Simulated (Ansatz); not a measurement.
System: sum formula SiNH4 (charge -1, singlet). 
Geometry from a B3LYP-D3(BJ)/def2-TZVP (Ansatz, an electronic-structure program) optimisation:
```
Si
N 1 1.6576
H 2 1.0176 1 114.88
H 1 1.5100 2 110.38 3 -180.00
H 1 1.5371 4 101.50 2 129.61
H 1 1.5371 4 101.50 5 100.79
```
Charge -1, spin multiplicity 1.

Basis-set convergence of Hartree-Fock and MP2 correlation energies (hartree) with Ansatz. Correlated levels leave the core frozen unless marked. Spin-orbit coupling is left out. Non-relativistic. This anion needs diffuse functions, which these sets lack.

| basis | functions | E(HF) | E(corr, MP2) |
|---|---|---|---|
| def2-SVP | 52 | -345.53079 | -0.28923 |
| def2-TZVPP | 129 | -345.71877 | -0.36787 |
| def2-QZVPP | 247 | [?] | [?] |

What belongs in the gaps?


- def2-QZVPP, E(HF): -345.73372
- def2-QZVPP, E(corr, MP2): -0.39549
